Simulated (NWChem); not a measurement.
System: AlNH4O2; SMILES [NH2][Al]([OH])[OH]

NWChem input:

```
start job
memory heap 200 mb stack 900 mb global 1100 mb
geometry units angstroms noautosym nocenter noautoz
  Al    -0.066689     0.002210    -0.000598
  O      0.590728    -1.567513     0.000012
  H      1.516942    -1.806411     0.000690
  O     -1.757854     0.175359     0.000038
  H     -2.359256    -0.569901     0.001719
  N      0.902570     1.476429    -0.001476
  H      0.496932     2.404953    -0.002216
  H      1.912595     1.537439    -0.004000
end
basis spherical
  * library def2-svp
end
dft
  xc b3lyp
  iterations 150
  mulliken
end
task dft energy
esp
  recalculate
  probe 0.07
  range 0.3
  factor 1.0
  spacing 0.02
end
task esp
```

Coordinates come from a PBE0/def2-SVP optimisation. B3LYP is NWChem's, with the RPA form of VWN correlation.

Atomic charges in e: unrestrained fits to the electrostatic potential beside Mulliken populations; buried atoms are poorly determined by the fit.

Atoms are numbered as in the input.

Give the results of this calculation. (B3LYP/def2-SVP.) Quantities: ESP Al1; Mulliken Al1; ESP O2; Mulliken O2; ESP O4; Mulliken O4; ESP N6; Mulliken N6; relative RMS misfit of the potential (%).


| Property | Value |
|---|---|
| ESP Al1 | 1.21 |
| Mulliken Al1 | 0.79 |
| ESP O2 | -0.85 |
| Mulliken O2 | -0.47 |
| ESP O4 | -0.80 |
| Mulliken O4 | -0.47 |
| ESP N6 | -1.09 |
| Mulliken N6 | -0.44 |
| relative RMS misfit of the potential (%) | 20 |
